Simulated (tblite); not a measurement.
A geometry optimisation, step by step.

C₆H₈GeO.
Numbering: `[CH2:1]=[C:2]1[CH2:3][GeH2:4]/[C:5]1=[CH:6]/[CH:7]=[O:8]` (hydrogens: H9, H10 on C1; H11, H12 on C3; H13, H14 on Ge4; H15 on C6; H16 on C7)

Computed with GFN2-xTB (tblite), gas phase: L-BFGS steps from a force-field or distance-geometry start until the largest atomic force falls under 0.01 eV/Å. 13 of its 85 geometries are shown.

Step 0: E = -619.2972 eV, largest atomic force 5.538 eV/Å
```
atom  x, y, z in Å  |  force x, y, z in eV/Å
C1      0.229    1.829   -0.818   -1.417  -0.450   0.858
C2     -0.378    0.803   -0.202    1.589   0.003   0.690
C3     -1.637    0.572    0.554   -2.392   2.025  -0.091
Ge4    -1.728   -1.170   -0.256   -1.074  -2.060   0.314
C5      0.051   -0.583    0.006    0.900   0.164  -2.192
C6      1.222   -1.137    0.243    1.193   0.609   0.228
C7      2.466   -0.380    0.387    2.917  -4.535   1.262
O8      3.514   -1.069    0.630   -2.534   2.269  -0.776
H9      1.187    1.733   -1.298   -0.215   0.111  -0.023
H10    -0.331    2.765   -0.801    0.538  -0.091  -0.342
H11    -1.493    0.543    1.650   -0.147   0.261  -0.613
H12    -2.498    1.195    0.244    0.448   0.473   0.712
H13    -2.263   -1.209   -1.689    0.185  -0.004   0.501
H14    -2.159   -2.341    0.659   -0.064   0.192  -0.494
H15     1.250   -2.210    0.345    0.430  -0.065   0.120
H16     2.562    0.670    0.331   -0.358   1.097  -0.153
```

Step 7: E = -620.2357 eV, largest atomic force 0.497 eV/Å
```
atom  x, y, z in Å  |  force x, y, z in eV/Å
C1      0.176    1.829   -0.768    0.022   0.023  -0.090
C2     -0.358    0.785   -0.155   -0.050   0.097  -0.020
C3     -1.712    0.624    0.512    0.129   0.127   0.000
Ge4    -1.740   -1.216   -0.214   -0.217  -0.411   0.177
C5      0.116   -0.603   -0.157    0.000   0.015   0.253
C6      1.271   -1.152    0.227    0.126  -0.167  -0.102
C7      2.537   -0.466    0.436   -0.255   0.230  -0.184
O8      3.581   -1.031    0.635    0.280  -0.113   0.137
H9      1.118    1.740   -1.281    0.048   0.012  -0.022
H10    -0.302    2.789   -0.823   -0.095   0.072   0.116
H11    -1.557    0.592    1.591   -0.088   0.060   0.042
H12    -2.490    1.349    0.293    0.155   0.161  -0.123
H13    -2.261   -1.239   -1.621   -0.081  -0.124   0.030
H14    -2.199   -2.399    0.631   -0.001   0.092  -0.200
H15     1.320   -2.227    0.347    0.066  -0.094  -0.111
H16     2.494    0.635    0.337   -0.038   0.021   0.099
```

Step 14: E = -620.3031 eV, largest atomic force 0.220 eV/Å
```
atom  x, y, z in Å  |  force x, y, z in eV/Å
C1      0.169    1.821   -0.774    0.098  -0.034   0.194
C2     -0.335    0.777   -0.127   -0.063  -0.040  -0.160
C3     -1.706    0.659    0.504    0.052   0.045   0.021
Ge4    -1.762   -1.226   -0.174    0.005   0.005   0.021
C5      0.115   -0.624   -0.110    0.083   0.032  -0.066
C6      1.300   -1.182    0.172    0.009   0.011   0.024
C7      2.545   -0.463    0.415   -0.155   0.037   0.084
O8      3.598   -1.000    0.662    0.040   0.019  -0.035
H9      1.115    1.764   -1.289   -0.038  -0.012   0.008
H10    -0.322    2.784   -0.781   -0.023  -0.130  -0.005
H11    -1.599    0.637    1.589   -0.079   0.098   0.036
H12    -2.419    1.434    0.230    0.038  -0.076  -0.028
H13    -2.292   -1.314   -1.578    0.007  -0.013  -0.006
H14    -2.242   -2.440    0.596   -0.005   0.086   0.051
H15     1.364   -2.260    0.278    0.047   0.033  -0.134
H16     2.463    0.642    0.376   -0.017  -0.061  -0.004
```

Step 21: E = -620.3272 eV, largest atomic force 0.126 eV/Å
```
atom  x, y, z in Å  |  force x, y, z in eV/Å
C1      0.196    1.811   -0.737   -0.087  -0.082  -0.019
C2     -0.320    0.757   -0.118   -0.014   0.004  -0.019
C3     -1.697    0.665    0.504   -0.010   0.049  -0.030
Ge4    -1.768   -1.228   -0.160    0.032   0.093  -0.010
C5      0.116   -0.644   -0.121    0.101   0.058   0.047
C6      1.306   -1.193    0.151    0.058  -0.019  -0.100
C7      2.534   -0.454    0.425   -0.089  -0.009  -0.029
O8      3.598   -0.975    0.660   -0.004   0.040  -0.013
H9      1.125    1.767   -1.283   -0.040   0.008   0.094
H10    -0.342    2.747   -0.753    0.111   0.008   0.014
H11    -1.634    0.706    1.594    0.002  -0.031  -0.068
H12    -2.390    1.435    0.173   -0.030  -0.061  -0.032
H13    -2.302   -1.346   -1.560   -0.019   0.027  -0.012
H14    -2.263   -2.414    0.624   -0.013  -0.026   0.122
H15     1.402   -2.272    0.183    0.016  -0.001   0.001
H16     2.429    0.648    0.405   -0.015  -0.059   0.053
```

Step 28: E = -620.3453 eV, largest atomic force 0.098 eV/Å
```
atom  x, y, z in Å  |  force x, y, z in eV/Å
C1      0.206    1.797   -0.716    0.035   0.016   0.018
C2     -0.319    0.741   -0.110    0.045   0.029   0.003
C3     -1.704    0.665    0.484   -0.067  -0.060  -0.034
Ge4    -1.767   -1.233   -0.141    0.009   0.064  -0.048
C5      0.124   -0.657   -0.123   -0.019  -0.017  -0.021
C6      1.327   -1.209    0.085   -0.029   0.022   0.058
C7      2.525   -0.452    0.418    0.003   0.003  -0.057
O8      3.606   -0.939    0.649   -0.012  -0.009  -0.026
H9      1.146    1.759   -1.235    0.094  -0.020  -0.018
H10    -0.312    2.740   -0.722   -0.001   0.051  -0.002
H11    -1.667    0.751    1.571   -0.026  -0.019  -0.041
H12    -2.397    1.409    0.097    0.014  -0.002   0.031
H13    -2.317   -1.353   -1.540   -0.008  -0.047   0.078
H14    -2.272   -2.365    0.714   -0.015  -0.073   0.035
H15     1.443   -2.287    0.089   -0.032   0.023  -0.025
H16     2.370    0.641    0.468    0.008   0.040   0.050
```

Step 35: E = -620.3568 eV, largest atomic force 0.108 eV/Å
```
atom  x, y, z in Å  |  force x, y, z in eV/Å
C1      0.247    1.800   -0.690   -0.024  -0.009  -0.004
C2     -0.316    0.744   -0.115   -0.027  -0.014  -0.002
C3     -1.717    0.664    0.446   -0.060  -0.007   0.046
Ge4    -1.770   -1.248   -0.116    0.002   0.011  -0.069
C5      0.119   -0.653   -0.135   -0.058  -0.046   0.001
C6      1.326   -1.201    0.054   -0.011   0.024  -0.020
C7      2.513   -0.437    0.409    0.052  -0.038   0.037
O8      3.605   -0.916    0.599    0.030  -0.007  -0.051
H9      1.201    1.747   -1.187    0.019  -0.012   0.028
H10    -0.257    2.752   -0.705    0.020   0.041   0.008
H11    -1.713    0.754    1.531    0.050   0.059   0.075
H12    -2.408    1.401    0.049   -0.015   0.025  -0.048
H13    -2.353   -1.409   -1.491   -0.027  -0.083  -0.031
H14    -2.272   -2.358    0.782    0.053   0.033  -0.023
H15     1.448   -2.276    0.009    0.014   0.022   0.047
H16     2.338    0.646    0.548   -0.015   0.000   0.005
```

Step 42: E = -620.3691 eV, largest atomic force 0.077 eV/Å
```
atom  x, y, z in Å  |  force x, y, z in eV/Å
C1      0.276    1.800   -0.661    0.008   0.019   0.017
C2     -0.331    0.749   -0.122    0.033  -0.005   0.017
C3     -1.741    0.670    0.422    0.057   0.038  -0.036
Ge4    -1.784   -1.254   -0.123    0.017  -0.040   0.036
C5      0.104   -0.648   -0.151   -0.032  -0.020   0.019
C6      1.318   -1.184    0.035   -0.017  -0.009  -0.023
C7      2.506   -0.427    0.403    0.003  -0.011   0.029
O8      3.613   -0.899    0.511   -0.012   0.022  -0.042
H9      1.250    1.722   -1.116   -0.031  -0.015   0.000
H10    -0.185    2.774   -0.682   -0.033  -0.004   0.031
H11    -1.739    0.789    1.508   -0.020  -0.005  -0.037
H12    -2.425    1.400   -0.002   -0.028   0.013  -0.012
H13    -2.406   -1.522   -1.467    0.012   0.014  -0.011
H14    -2.233   -2.342    0.829    0.044   0.038  -0.013
H15     1.454   -2.257   -0.032   -0.011  -0.008   0.033
H16     2.317    0.639    0.635    0.011  -0.026  -0.006
```

Step 49: E = -620.3733 eV, largest atomic force 0.074 eV/Å
```
atom  x, y, z in Å  |  force x, y, z in eV/Å
C1      0.297    1.802   -0.630   -0.015  -0.006  -0.003
C2     -0.329    0.748   -0.119   -0.034   0.007  -0.014
C3     -1.753    0.680    0.390    0.037   0.007   0.014
Ge4    -1.785   -1.254   -0.121   -0.035  -0.030   0.049
C5      0.095   -0.652   -0.151    0.023   0.038  -0.018
C6      1.312   -1.186    0.021   -0.006  -0.017   0.067
C7      2.497   -0.428    0.397    0.030   0.041  -0.054
O8      3.617   -0.878    0.435    0.005  -0.008  -0.005
H9      1.273    1.712   -1.079   -0.037   0.059   0.026
H10    -0.164    2.777   -0.638    0.039  -0.019  -0.008
H11    -1.774    0.815    1.472   -0.032   0.000  -0.006
H12    -2.432    1.405   -0.056    0.041  -0.029  -0.015
H13    -2.421   -1.575   -1.444    0.005   0.008  -0.040
H14    -2.190   -2.319    0.871   -0.001   0.008   0.004
H15     1.452   -2.257   -0.051   -0.015  -0.023   0.001
H16     2.296    0.620    0.693   -0.005  -0.035   0.002
```

Step 56: E = -620.3764 eV, largest atomic force 0.046 eV/Å
```
atom  x, y, z in Å  |  force x, y, z in eV/Å
C1      0.297    1.808   -0.620    0.009  -0.001   0.015
C2     -0.326    0.747   -0.119   -0.026   0.023   0.008
C3     -1.753    0.681    0.381   -0.016  -0.005  -0.002
Ge4    -1.786   -1.257   -0.118    0.001   0.003   0.001
C5      0.094   -0.654   -0.148    0.025   0.039   0.003
C6      1.307   -1.194    0.037    0.004  -0.005  -0.008
C7      2.499   -0.434    0.387   -0.008   0.005  -0.005
O8      3.624   -0.873    0.388    0.005  -0.011  -0.012
H9      1.274    1.734   -1.066    0.010   0.006   0.012
H10    -0.162    2.783   -0.618   -0.010  -0.020  -0.002
H11    -1.800    0.825    1.461    0.011   0.012  -0.016
H12    -2.421    1.401   -0.087   -0.004  -0.019  -0.004
H13    -2.412   -1.583   -1.447    0.008  -0.005   0.021
H14    -2.171   -2.314    0.889   -0.031  -0.003  -0.014
H15     1.437   -2.266   -0.033    0.012  -0.017   0.012
H16     2.294    0.607    0.703    0.010  -0.001  -0.009
```

Step 63: E = -620.3785 eV, largest atomic force 0.052 eV/Å
```
atom  x, y, z in Å  |  force x, y, z in eV/Å
C1      0.303    1.818   -0.595   -0.012  -0.017  -0.006
C2     -0.326    0.752   -0.115   -0.006  -0.019  -0.017
C3     -1.761    0.681    0.365   -0.011   0.006  -0.008
Ge4    -1.779   -1.263   -0.108   -0.040   0.029  -0.015
C5      0.097   -0.649   -0.139    0.004  -0.025   0.016
C6      1.306   -1.198    0.042    0.016   0.010   0.010
C7      2.505   -0.441    0.369    0.010   0.004   0.009
O8      3.631   -0.873    0.326    0.011  -0.002  -0.001
H9      1.288    1.754   -1.026    0.011  -0.007   0.014
H10    -0.164    2.789   -0.600   -0.006   0.000   0.014
H11    -1.821    0.853    1.440   -0.013   0.001  -0.019
H12    -2.429    1.382   -0.132    0.005   0.004   0.013
H13    -2.405   -1.606   -1.433    0.016   0.005   0.006
H14    -2.185   -2.308    0.900   -0.009  -0.017   0.018
H15     1.430   -2.273   -0.017   -0.006   0.021  -0.017
H16     2.302    0.593    0.712    0.029   0.007  -0.017
```

Step 70: E = -620.3801 eV, largest atomic force 0.038 eV/Å
```
atom  x, y, z in Å  |  force x, y, z in eV/Å
C1      0.304    1.817   -0.580   -0.005  -0.003   0.023
C2     -0.330    0.748   -0.113    0.010  -0.011   0.008
C3     -1.770    0.682    0.349   -0.010   0.008   0.005
Ge4    -1.785   -1.265   -0.097    0.028   0.001  -0.022
C5      0.095   -0.652   -0.123    0.006  -0.020   0.003
C6      1.309   -1.196    0.048    0.005   0.005   0.005
C7      2.517   -0.443    0.357   -0.021   0.014  -0.029
O8      3.642   -0.876    0.287   -0.014  -0.017   0.006
H9      1.299    1.765   -0.988   -0.006  -0.014  -0.002
H10    -0.171    2.784   -0.582    0.005   0.017  -0.012
H11    -1.841    0.875    1.420   -0.019  -0.011   0.019
H12    -2.435    1.374   -0.162    0.001   0.019  -0.016
H13    -2.392   -1.616   -1.429    0.007  -0.002   0.004
H14    -2.205   -2.306    0.911   -0.004  -0.002   0.012
H15     1.430   -2.272   -0.014    0.005   0.018   0.002
H16     2.327    0.591    0.705    0.010  -0.001  -0.005
```

Step 77: E = -620.3812 eV, largest atomic force 0.040 eV/Å
```
atom  x, y, z in Å  |  force x, y, z in eV/Å
C1      0.303    1.818   -0.561    0.007   0.005  -0.011
C2     -0.335    0.748   -0.102    0.009   0.009   0.013
C3     -1.781    0.683    0.341   -0.004  -0.002   0.003
Ge4    -1.785   -1.267   -0.094    0.011  -0.002   0.017
C5      0.094   -0.651   -0.108   -0.009   0.006   0.004
C6      1.309   -1.192    0.054   -0.002   0.000   0.003
C7      2.524   -0.442    0.340    0.028  -0.028   0.005
O8      3.643   -0.891    0.255   -0.011   0.024   0.007
H9      1.301    1.764   -0.961    0.008  -0.004  -0.004
H10    -0.172    2.786   -0.574    0.001   0.003   0.004
H11    -1.869    0.880    1.410   -0.013  -0.001   0.004
H12    -2.433    1.375   -0.186   -0.016  -0.001   0.002
H13    -2.375   -1.628   -1.429   -0.003  -0.012  -0.020
H14    -2.217   -2.302    0.918    0.003   0.012  -0.003
H15     1.433   -2.267   -0.003   -0.005   0.004  -0.007
H16     2.353    0.595    0.689   -0.003  -0.011  -0.017
```

Step 84: E = -620.3816 eV, largest atomic force 0.010 eV/Å
```
atom  x, y, z in Å  |  force x, y, z in eV/Å
C1      0.305    1.818   -0.557   -0.001   0.002   0.002
C2     -0.336    0.750   -0.094    0.000  -0.003   0.001
C3     -1.785    0.685    0.340   -0.002  -0.006  -0.003
Ge4    -1.784   -1.266   -0.093    0.006  -0.002   0.007
C5      0.094   -0.648   -0.101   -0.004  -0.002   0.001
C6      1.310   -1.191    0.054   -0.002  -0.001  -0.004
C7      2.528   -0.444    0.336    0.001  -0.003   0.002
O8      3.646   -0.893    0.250    0.000  -0.002   0.002
H9      1.303    1.760   -0.954   -0.004   0.003   0.001
H10    -0.168    2.787   -0.572    0.002   0.002  -0.001
H11    -1.886    0.880    1.408    0.005   0.004  -0.003
H12    -2.436    1.374   -0.193    0.000   0.002   0.002
H13    -2.368   -1.636   -1.430    0.005  -0.004  -0.002
H14    -2.220   -2.295    0.922    0.003   0.006  -0.003
H15     1.432   -2.266   -0.008   -0.009  -0.003  -0.003
H16     2.358    0.594    0.680    0.000   0.008   0.000
```

Q: Summarise the path.

A: The energy falls by 1.0845 eV from step 0 to step 84; nine tenths of that is first reached at step 11. It falls at every step. The largest force goes from 5.538 to 0.010 eV/Å. Among the bonds Ge4–C5 changes most, from 1.892 to 1.978 Å; the atoms move by 0.345 Å rms after alignment.

Q: Follow the three bonds and two angles with the largest change from start to end.

A: 
```tsv
step	E above end (eV)	largest force (eV/Å)	Ge4–C5 (Å)	C3–Ge4 (Å)	C7=O8 (Å)	C3–C2–C5 (°)	C6–C7–H16 (°)
0	1.0845	5.538	1.892	1.923	1.277	91.6	125.9
4	0.2319	0.727	1.969	1.998	1.217	99.3	117.3
7	0.1459	0.497	1.955	1.979	1.204	100.9	115.0
11	0.1029	0.339	1.974	2.006	1.210	101.0	114.7
15	0.0736	0.171	1.974	2.003	1.207	101.8	115.1
18	0.0623	0.126	1.978	2.008	1.209	102.5	115.2
22	0.0510	0.153	1.972	2.003	1.208	102.4	114.8
26	0.0399	0.096	1.978	2.000	1.208	103.4	114.7
29	0.0348	0.084	1.976	1.997	1.208	103.4	113.9
33	0.0283	0.126	1.979	1.988	1.208	103.2	114.2
37	0.0210	0.192	1.977	2.002	1.208	103.3	114.6
40	0.0146	0.089	1.977	2.003	1.208	103.3	114.4
44	0.0112	0.062	1.983	2.000	1.208	103.6	114.5
47	0.0097	0.062	1.977	2.001	1.208	103.6	114.5
51	0.0069	0.051	1.976	2.000	1.208	103.8	114.3
55	0.0055	0.041	1.974	2.001	1.208	103.6	114.0
58	0.0048	0.044	1.976	2.001	1.208	103.6	114.2
62	0.0034	0.055	1.975	2.001	1.207	103.5	114.0
66	0.0024	0.039	1.975	1.999	1.208	103.6	113.8
69	0.0017	0.039	1.979	1.997	1.208	103.7	113.9
73	0.0010	0.033	1.977	2.000	1.207	103.8	114.3
77	0.0004	0.040	1.977	1.999	1.208	103.9	114.5
80	0.0002	0.025	1.977	1.998	1.208	103.9	114.4
84	0.0000	0.010	1.978	1.999	1.208	103.9	114.4
```

What follows is the cost of the whole relaxation. The run took 0.57 s wall on one thread of an Arm Neoverse V1, no GPU (shared host).
